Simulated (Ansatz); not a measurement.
```yaml
crystal:
  periodic: [false, false, false]
  atoms:
    - {symbol: Bi, position_ang: [-0.794385, 0.192498, 3.760512]}
    - {symbol: Si, position_ang: [-2.053685, 1.356534, 1.586576]}
    - {symbol: Si, position_ang: [-1.665687, -2.892289, 0.406570]}
    - {symbol: Si, position_ang: [1.393004, 0.283476, 2.143566]}
    - {symbol: Si, position_ang: [2.007923, -1.429082, -0.584189]}
    - {symbol: Si, position_ang: [-0.171562, -1.932121, -1.264235]}
    - {symbol: Si, position_ang: [0.673206, 0.746989, -2.612296]}
    - {symbol: Si, position_ang: [2.022155, -1.894458, 1.716636]}
    - {symbol: Si, position_ang: [-0.499766, 3.037816, 0.509674]}
    - {symbol: Si, position_ang: [2.633887, 0.804772, -1.258405]}
    - {symbol: Si, position_ang: [0.095531, 0.734407, -0.113762]}
    - {symbol: Si, position_ang: [-0.293345, -1.824139, 2.004466]}
    - {symbol: Si, position_ang: [1.865848, 2.149114, 0.774058]}
    - {symbol: Si, position_ang: [-2.000624, -0.596818, 0.253187]}
    - {symbol: Si, position_ang: [-1.772534, 0.108233, -1.990176]}
    - {symbol: Si, position_ang: [-0.534013, -1.161829, -3.519650]}
    - {symbol: Si, position_ang: [-0.905955, 2.316918, -1.812511]}
basis:
  gaussian: {orbitals: def2-mTZVPP, fitting: {mean_field: def2-universal-jkfit}, nuclear_model: gaussian}
total_charge: -1
hamiltonian: {xc: {name: r2SCAN0}}
```

```sh
$ ansatz run in.yaml --threads 2 --pin off --events-out ev --progress --plain --max-ram 22528MiB --backend cuda --devices 0, --max-vram 18GiB
```

Shortened log:

```
Functional definition: r2SCAN0
2299 factors; integrals over basis functions are off by at most 1.2e-1 eV
mean field evaluation 1: about -131872.4895 eV, gradient 3.2e1 eV
mean field evaluation 2: about -131849.5385 eV, gradient 9.0e1 eV
mean field evaluation 4: about -131875.0979 eV, gradient 1.7e1 eV
mean field evaluation 8: about -131876.0820 eV, gradient 3.5e-1 eV
mean field evaluation 16: about -131876.0664 eV, gradient 8.2e-3 eV
mean field evaluation 32: about -131874.9676 eV, gradient 1.1e1 eV
mean field -131876.06642840 eV, -4846.3560524355 hartree, gradient 4.7e-5 eV, S^2 0.000000; 3 other end points of the search recorded, 0 dependent functions left out
reference -131876.06643969 eV, -4846.3560528504 hartree; 124, 124 occupied and 344, 344 virtual orbitals, 2299 factors
Total energy: -131876.06643969 eV, -4846.3560528504 hartree
```

Run time 7 s (2 threads of AMD EPYC 7R13 on a shared host and a share (18 GiB) of an NVIDIA H100 80GB HBM3), peak host memory 1.1 GiB.

In the def2 sets Bi takes a core potential; there is no spin–orbit coupling. The highest occupied level of an anion often lies above zero with these methods, and sets without diffuse functions describe the outer electron poorly.
